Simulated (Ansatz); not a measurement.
A nudged elastic band was laid between two geometries of CH$_{2}$BClO (6 atoms, charge 0, multiplicity 1).

All numbers below come from Ansatz 0.2.0, RKS CAM-B3LYP-D4/def2-SVP.

```json
{"movable images": "7", "climbing image": "yes", "spring": "5.0 eV/Å²", "optimiser": "quadratic models (default)", "start path": "IDPP", "force threshold": "0.05 eV/Å", "iteration limit": "60", "end points": "relaxed"}
```

Image 0:

```xyz
6
Properties=species:S:1:pos:R:3
O 0.108 1.788 0.387
C 0.017 0.792 -0.293
B -0.015 -0.661 0.372
Cl 0.026 -2.053 -0.663
H -0.035 0.877 -1.411
H -0.059 -0.807 1.561
```

Image 8:

```xyz
6
Properties=species:S:1:pos:R:3
O -0.286 1.729 0.260
C 0.150 0.763 -0.324
B 0.015 -0.655 0.370
Cl -0.875 -1.897 -0.459
H 0.581 0.871 -1.356
H 0.457 -0.875 1.463
```

(1) Which bonds break or form, and what moves?

(2) Give the energies along the band, and the barrier.

(3) What is the geometry of the highest image?

Results:

(1) No bond is made or broken. The dihedral O1–C2–B3–Cl4 goes from -174 to 120°.

(2) It converged. The highest image is number 5 of 0 to 8, 0.0 kcal/mol above the ends, which have the same energy within 2 meV. The top lies less than 8 meV above the higher end, about what the thresholds resolve: that end is a shoulder or a very shallow well. A vibrational analysis at the climbing image gives no mode beyond 40i cm⁻¹: the surface is too flat there to confirm a saddle point.

```
image  path coordinate (Å)  energy (kcal/mol)  dihedral O1–C2–B3–Cl4 (°)
    0                 0.00                0.0                       -174
    1                 0.16                0.0                        178
    2                 0.31                0.0                        169
    3                 0.47                0.0                        161
    4                 0.63                0.0                        152
    5                 0.79                0.0                        144
    6                 0.93                0.0                        136
    7                 1.08                0.0                        128
    8                 1.23                0.0                        120
```

(3) 
```xyz
6
Properties=species:S:1:pos:R:3
O -0.151 1.770 0.334
C 0.107 0.778 -0.308
B 0.008 -0.656 0.376
Cl -0.565 -1.990 -0.578
H 0.360 0.862 -1.399
H 0.285 -0.827 1.529
```

Time of the run: 86 s on 1 thread of Intel(R) Xeon(R) 6975P-C (Granite Rapids), with other jobs on the host, peak memory 0.25 GiB.
